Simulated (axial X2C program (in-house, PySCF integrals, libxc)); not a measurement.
# How the levels of CrCN (d4 s1 p(π)0 orbitals) move with the bond length

Computed with an in-house all-electron X2C program for linear molecules (integrals from PySCF): two-component X2C with atomic mean-field Coulomb and Gaunt terms, basis Cr dyall-v3z, C dyall-v3z, N dyall-av3z (cores contracted in-house). Orbitals come from Hartree–Fock averaged over the configuration Cr d4 s1 p(π)0; CI then distributes these electrons over the d, s, p(π) shells of Cr.

At Cr–C–N held linear, bonds 2.171 and 1.160 Å (the second held):

| Ω | energy (cm⁻¹) | g∥ | μ (D) | configuration |
| --- | --- | --- | --- | --- |
| 1/2 | 0 | 2.00 | -5.65 | 95% d4 s1 |
| 3/2 | 4 | 6.01 | -5.65 | 95% d4 s1 |
| 5/2 | 11 | 10.01 | -5.65 | 95% d4 s1 |
| 3/2 | 3984 | 8.00 | -5.13 | 100% d4 s1 |
| 1/2 | 4025 | 3.94 | -5.13 | 100% d4 s1 |
| 1/2 | 4069 | 0.06 | -5.13 | 100% d4 s1 |
| 3/2 | 4113 | 4.00 | -5.13 | 100% d4 s1 |
| 5/2 | 4158 | 8.00 | -5.13 | 100% d4 s1 |
| 7/2 | 4205 | 12.00 | -5.13 | 100% d4 s1 |
| 1/2 | 5683 | 6.00 | -5.18 | 100% d4 s1 |
| 3/2 | 5871 | 2.01 | -5.18 | 100% d4 s1 |
| 5/2 | 5961 | 6.01 | -5.18 | 100% d4 s1 |
| 7/2 | 6047 | 10.01 | -5.18 | 100% d4 s1 |
| 9/2 | 6131 | 14.01 | -5.18 | 100% d4 s1 |

g∥ is the magnitude of 2⟨Lz + ge Sz⟩ for the +Ω component. μ is positive if the N end is positive. The lowest 14 levels at most are listed.

At Cr–C–N held linear, bonds 2.258 and 1.160 Å (the second held):

```json
{"Ω": "1/2", "energy (cm⁻¹)": "0", "g∥": "2.00", "μ (D)": "-6.17", "configuration": "96% d4 s1"}
{"Ω": "3/2", "energy (cm⁻¹)": "4", "g∥": "6.01", "μ (D)": "-6.17", "configuration": "96% d4 s1"}
{"Ω": "5/2", "energy (cm⁻¹)": "13", "g∥": "10.01", "μ (D)": "-6.17", "configuration": "96% d4 s1"}
{"Ω": "3/2", "energy (cm⁻¹)": "3444", "g∥": "8.00", "μ (D)": "-5.71", "configuration": "100% d4 s1"}
{"Ω": "1/2", "energy (cm⁻¹)": "3484", "g∥": "3.92", "μ (D)": "-5.71", "configuration": "100% d4 s1"}
{"Ω": "1/2", "energy (cm⁻¹)": "3529", "g∥": "0.08", "μ (D)": "-5.71", "configuration": "100% d4 s1"}
{"Ω": "3/2", "energy (cm⁻¹)": "3573", "g∥": "4.00", "μ (D)": "-5.71", "configuration": "100% d4 s1"}
{"Ω": "5/2", "energy (cm⁻¹)": "3618", "g∥": "8.00", "μ (D)": "-5.71", "configuration": "100% d4 s1"}
{"Ω": "7/2", "energy (cm⁻¹)": "3664", "g∥": "12.00", "μ (D)": "-5.71", "configuration": "100% d4 s1"}
{"Ω": "1/2", "energy (cm⁻¹)": "5119", "g∥": "6.00", "μ (D)": "-5.73", "configuration": "100% d4 s1"}
{"Ω": "3/2", "energy (cm⁻¹)": "5307", "g∥": "2.01", "μ (D)": "-5.73", "configuration": "100% d4 s1"}
{"Ω": "5/2", "energy (cm⁻¹)": "5397", "g∥": "6.01", "μ (D)": "-5.73", "configuration": "100% d4 s1"}
{"Ω": "7/2", "energy (cm⁻¹)": "5483", "g∥": "10.01", "μ (D)": "-5.73", "configuration": "100% d4 s1"}
{"Ω": "9/2", "energy (cm⁻¹)": "5567", "g∥": "14.01", "μ (D)": "-5.73", "configuration": "100% d4 s1"}
```

The lowest level lies 571 cm⁻¹ above the lowest at the first distance.

Question: How does the gap from the lowest to the fifth level change between the two distances?

Answer: From 4025 to 3484 cm⁻¹, a factor of 0.87.

There is no dynamic correlation: spin–orbit spacings and, for f shells, spacings inside one term are the most reliable numbers, splittings between terms come out too wide, and energies between configurations are not reliable, so the lowest level need not be the ground state of the molecule. For d shells the ligand-field splittings (σ, π, δ) and their order can be off by a thousand cm⁻¹ or more. At most 4 roots were kept for each Ω > 0 (twice that for Ω = 0) within 3.2 eV of the lowest, so higher up levels can be missing between those listed; levels with Ω > 0 are doubly degenerate and listed once, Ω = 0 levels singly. States that fill the shells left empty in the average are placed too high. The molecule was held linear; bending was not examined.
